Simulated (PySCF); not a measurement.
Species: C6H6N (doublet state).
Structure used (GFN2-xTB), in Å, numbered top down from 1:
```xyz
13
C6H6N angstrom
N      3.5278    0.7589   -0.3145
C      2.4123    0.5161   -0.2144
C      1.0376    0.2205   -0.0926
C      0.1220    1.0194    0.5736
C     -1.2332    0.4062    0.5022
C     -1.0281   -0.8892   -0.3059
C      0.4265   -0.9041   -0.6238
H      0.3347    1.9460    1.0718
H     -1.6253    0.2053    1.5041
H     -1.9455    1.0830    0.0200
H     -1.6292   -0.9019   -1.2203
H     -1.3133   -1.7778    0.2657
H      0.9093   -1.6820   -1.1836
```

The species is `N#CC1=CCC[CH]1` [radical].

Method: UKS B3LYP, pcH-1 on C H N, non-relativistic, mean-field spin-orbit, GIAO (PySCF 2.14.0). Isolated species at its GFN2-xTB geometry, gas phase. Couplings are sensitive to structure, and on GFN2-xTB geometries they can be far from those on DFT ones.

**Question.** Count the α and β electrons and give S(S+1).

**Answer.** Nα = 25, Nβ = 24 (49 in all), and S(S+1) = 0.75 for S = 1/2.

Mulliken spin populations, one withheld:

```json
{"atom": "N1", "bound to": "C2", "population": "-0.0576"}
{"atom": "C2", "bound to": "N1, C3", "population": "+0.0412"}
{"atom": "C3", "bound to": "C2, C4, C7", "population": "?"}
{"atom": "C4", "bound to": "C3, C5, H8", "population": "+0.6541"}
{"atom": "C5", "bound to": "C4, C6, H9, H10", "population": "-0.0522"}
{"atom": "C6", "bound to": "C5, C7, H11, H12", "population": "-0.0522"}
{"atom": "C7", "bound to": "C6, C3, H13", "population": "+0.6541"}
{"atom": "H8", "bound to": "C4", "population": "-0.0292"}
{"atom": "H9", "bound to": "C5", "population": "+0.0284"}
{"atom": "H10", "bound to": "C5", "population": "+0.0282"}
{"atom": "H11", "bound to": "C6", "population": "+0.0284"}
{"atom": "H12", "bound to": "C6", "population": "+0.0282"}
{"atom": "H13", "bound to": "C7", "population": "-0.0292"}
```

**Question.** Complete the table.

**Answer.** 1 − (1.2422) gives -0.242, since all populations sum to 2S.

**Question.** Sum the populations by element and by sign.

**Answer.** Carbon +1.00, hydrogen +0.05, nitrogen -0.06. The positive populations sum to 1.46, the negative ones to -0.46.

**Question.** The run gives ⟨S²⟩ = 0.7811. What does that say of the overlap of α and β orbitals, and of the weight of higher spin?

**Answer.** Σ|⟨iα|jβ⟩|² over occupied orbitals = Nβ − [⟨S²⟩ − S(S+1)] = 24 − 0.0311 = 23.9689. If the quartet state (S + 1) were the only admixture, its weight would be 0.0311/(2S + 2) = 1.04 %. For Kohn–Sham this describes the determinant of the orbitals, not the true wave function.

**Question.** What Fermi-contact NMR shifts do the couplings of N1, C2, C3, C4/C7, C5/C6, H8/H13 imply at 350 K (Curie law, g = gₑ)?

**Answer.** δ = a_FC·h·gₑ μB S(S+1)/(3 g_N μN kT), with k/h = 20836.6 MHz/K:

```csv
nuclei,isotope,a_FC (MHz),g_N,contact shift (ppm)
N1,14N,-1.39,0.4038,-433
C2,13C,11.07,1.4048,+993
C3,13C,-48.89,1.4048,-4386
C4/C7,13C,56.72,1.4048,+5089
C5/C6,13C,-20.14,1.4048,-1807
H8/H13,1H,-43.31,5.5857,-977
```

The shifts go as 1/T: at 400 K they are 0.875 times these. Entries for several nuclei are means.
